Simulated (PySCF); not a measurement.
Argon: a sound run and one with changed settings

Sound run: Ar²⁺ [Ne] 3s2 3p4, Ar³⁺ [Ne] 3s2 3p3. All numbers are calculated (PySCF 2.14, no relativity, point nucleus, in aug-cc-pV(D+d)Z (5s4p3d, 32 functions)). The sound run starts from symmetry-adapted Hartree-Fock orbitals and uses a fine grid where one is needed.

Changed run: 14 angular points. This setting is unsound on purpose.

```
species  method  sound run (hartree)  changed run (hartree)  converged
   Ar²⁺     UHF           -525.29165             -525.29165        yes
   Ar²⁺  r2SCAN           -525.89495             -525.89585        yes
   Ar²⁺   B3LYP           -525.94303             -525.94279        yes
   Ar³⁺     UHF           -523.84667             -523.84667        yes
   Ar³⁺  r2SCAN           -524.40210             -524.40210        yes
   Ar³⁺   B3LYP           -524.44144             -524.44144        yes
```

Ionisation energy of Ar²⁺:

```
method  sound run (eV)  changed run (eV)
   UHF          39.320            39.320
r2SCAN          40.623            40.647
 B3LYP          40.860            40.854
```

A coarse angular grid integrates products of high-l functions wrongly, so density functionals can shift, and the SCF can exploit the error; Hartree-Fock and MP2 need no grid.

For comparison, NIST gives 40.735 ± 0.012 eV between the lowest levels.
